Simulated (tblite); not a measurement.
Compound: C₄H₁₄B₂P₂.
SMILES with atom numbers: `[CH2:1]=[C:2]([CH3:3])[B@@H-:4]1[PH2+:5][B@@H-:6]([CH3:7])[PH2+:8]1` (hydrogens: H9, H10 on C1; H11, H12, H13 on C3; H14 on B4; H15, H16 on P5; H17 on B6; H18, H19, H20 on C7; H21, H22 on P8)
Bond orders are those of one Lewis drawing.

Computed with GFN2-xTB (tblite), gas phase: L-BFGS steps from a force-field or distance-geometry start until the largest atomic force falls under 0.01 eV/Å.

Step 12: E = -630.3874 eV
```
atom  x, y, z in Å  |  force x, y, z in eV/Å
C1     -1.6881    1.5323    0.7788   -0.017   0.034   0.087
C2     -1.8218    0.3179    0.2635    0.101  -0.018  -0.030
C3     -2.9525   -0.5736    0.7003   -0.017   0.025  -0.023
B4     -0.8406   -0.2975   -0.8296    0.062  -0.068  -0.019
P5      0.5272   -1.3970    0.0941    0.063  -0.003  -0.079
B6      1.7161    0.1663    0.2410   -0.054  -0.001  -0.037
C7      3.2663   -0.1006   -0.1311    0.068   0.001  -0.062
P8      0.6314    0.9229   -1.2195    0.084  -0.025   0.025
H9     -0.8811    2.1945    0.4938   -0.045  -0.006  -0.031
H10    -2.3709    1.9282    1.5119   -0.063   0.031   0.100
H11    -2.7769   -1.5911    0.3636   -0.013  -0.093   0.076
H12    -3.0750   -0.5633    1.7800   -0.024   0.001   0.049
H13    -3.8781   -0.2297    0.2484   -0.146   0.018  -0.023
H14    -1.3556   -0.8409   -1.7431   -0.010   0.012  -0.106
H15     1.0960   -2.3551   -0.7437   -0.051   0.032  -0.018
H16     0.2715   -2.2835    1.1414   -0.052   0.101  -0.008
H17     1.4703    0.7411    1.2485    0.031   0.024   0.061
H18     3.9571    0.5155    0.4358    0.009   0.031   0.102
H19     3.5549   -1.1367    0.0292    0.055  -0.050   0.086
H20     3.4628    0.1115   -1.1794    0.058  -0.023  -0.129
H21     0.4577    2.2848   -1.4300   -0.031   0.026  -0.010
H22     1.2189    0.6735   -2.4557   -0.010  -0.050  -0.012
```

Step 13: E = -630.3919 eV
```
atom  x, y, z in Å  |  force x, y, z in eV/Å
C1     -1.6920    1.5314    0.7801   -0.004   0.018   0.100
C2     -1.8210    0.3166    0.2642   -0.004   0.011  -0.006
C3     -2.9550   -0.5721    0.6999   -0.068  -0.019  -0.010
B4     -0.8403   -0.2938   -0.8280    0.109  -0.122  -0.089
P5      0.5324   -1.3970    0.0907   -0.026  -0.006  -0.046
B6      1.7205    0.1637    0.2402   -0.064   0.048  -0.043
C7      3.2698   -0.1000   -0.1311    0.103  -0.023  -0.044
P8      0.6345    0.9241   -1.2211    0.065   0.025   0.012
H9     -0.8855    2.1913    0.4902   -0.038   0.026  -0.006
H10    -2.3723    1.9234    1.5190   -0.040   0.029   0.055
H11    -2.7805   -1.5924    0.3684   -0.012  -0.064   0.072
H12    -3.0773   -0.5590    1.7802   -0.020   0.000   0.038
H13    -3.8870   -0.2333    0.2505   -0.040   0.017  -0.010
H14    -1.3545   -0.8351   -1.7454    0.002   0.019  -0.076
H15     1.0939   -2.3596   -0.7447   -0.035   0.022  -0.031
H16     0.2663   -2.2809    1.1398   -0.030   0.119  -0.028
H17     1.4793    0.7400    1.2478    0.010   0.017   0.062
H18     3.9591    0.5172    0.4382   -0.005   0.020   0.073
H19     3.5566   -1.1365    0.0358    0.065  -0.023   0.057
H20     3.4670    0.1105   -1.1800    0.068  -0.038  -0.104
H21     0.4541    2.2879   -1.4368   -0.008  -0.031   0.004
H22     1.2213    0.6732   -2.4595   -0.027  -0.046   0.019
```

Step 14: E = -630.3959 eV
```
atom  x, y, z in Å  |  force x, y, z in eV/Å
C1     -1.6953    1.5307    0.7830    0.007  -0.018   0.081
C2     -1.8201    0.3157    0.2648   -0.090   0.021   0.011
C3     -2.9582   -0.5711    0.6994   -0.083  -0.050   0.009
B4     -0.8381   -0.2929   -0.8282    0.099  -0.116  -0.108
P5      0.5365   -1.3969    0.0868   -0.090   0.005  -0.016
B6      1.7234    0.1623    0.2388   -0.022   0.079  -0.034
C7      3.2744   -0.0999   -0.1321    0.092  -0.032  -0.016
P8      0.6384    0.9254   -1.2223    0.024   0.056  -0.002
H9     -0.8900    2.1892    0.4871   -0.036   0.049   0.024
H10    -2.3744    1.9201    1.5263   -0.010   0.018   0.007
H11    -2.7838   -1.5948    0.3741   -0.017  -0.023   0.065
H12    -3.0797   -0.5555    1.7808   -0.018   0.003   0.012
H13    -3.8955   -0.2359    0.2519    0.059   0.008   0.003
H14    -1.3534   -0.8300   -1.7492    0.016   0.022  -0.049
H15     1.0914   -2.3630   -0.7463   -0.016   0.004  -0.043
H16     0.2612   -2.2762    1.1380   -0.015   0.120  -0.037
H17     1.4871    0.7394    1.2484   -0.004  -0.002   0.039
H18     3.9605    0.5189    0.4417   -0.021   0.003   0.024
H19     3.5594   -1.1368    0.0426    0.068   0.014   0.025
H20     3.4720    0.1088   -1.1826    0.077  -0.055  -0.046
H21     0.4508    2.2900   -1.4423    0.012  -0.069   0.013
H22     1.2228    0.6718   -2.4624   -0.033  -0.039   0.038
```

Task: Estimate the geometry and energy of step 15. (The exact step hangs on the optimiser's Hessian estimate; all steps are aligned on step 14, rigid shifts and turns removed.)

Result: E = -630.3994 eV, largest force 0.121 eV/Å
```
atom  x, y, z in Å  |  force x, y, z in eV/Å
C1     -1.6980    1.5296    0.7870    0.014  -0.055   0.040
C2     -1.8208    0.3151    0.2651   -0.120   0.011   0.009
C3     -2.9621   -0.5711    0.6993   -0.054  -0.055   0.028
B4     -0.8346   -0.2941   -0.8301    0.034  -0.059  -0.075
P5      0.5384   -1.3965    0.0828   -0.102   0.026  -0.006
B6      1.7257    0.1627    0.2369    0.034   0.081  -0.020
C7      3.2800   -0.1002   -0.1334    0.046  -0.026   0.008
P8      0.6422    0.9273   -1.2232   -0.021   0.051  -0.008
H9     -0.8948    2.1883    0.4850   -0.039   0.056   0.053
H10    -2.3767    1.9178    1.5330    0.016   0.003  -0.031
H11    -2.7871   -1.5976    0.3805   -0.024   0.007   0.052
H12    -3.0822   -0.5523    1.7816   -0.022   0.006  -0.007
H13    -3.9022   -0.2379    0.2531    0.115  -0.001   0.007
H14    -1.3525   -0.8253   -1.7539    0.028   0.020  -0.032
H15     1.0887   -2.3659   -0.7481   -0.004  -0.006  -0.046
H16     0.2564   -2.2700    1.1357   -0.011   0.106  -0.029
H17     1.4938    0.7388    1.2498   -0.010  -0.022   0.006
H18     3.9617    0.5205    0.4454   -0.029  -0.009  -0.025
H19     3.5636   -1.1370    0.0491    0.066   0.042  -0.003
H20     3.4782    0.1061   -1.1859    0.084  -0.068   0.019
H21     0.4483    2.2908   -1.4473    0.025  -0.075   0.017
H22     1.2234    0.6702   -2.4641   -0.028  -0.033   0.044
```

The energy changes by -0.0035 eV. The first-order estimate −F·Δx gives -0.0049 eV and the mean of the old and new forces, exact on a quadratic surface, -0.0035 eV. The step makes an angle of 62° with the force vector and moves no atom by more than 0.008 Å.

The cost below is that of the whole relaxation. On one thread of an Arm Neoverse N1 (shared host), this took 1.6 s wall.
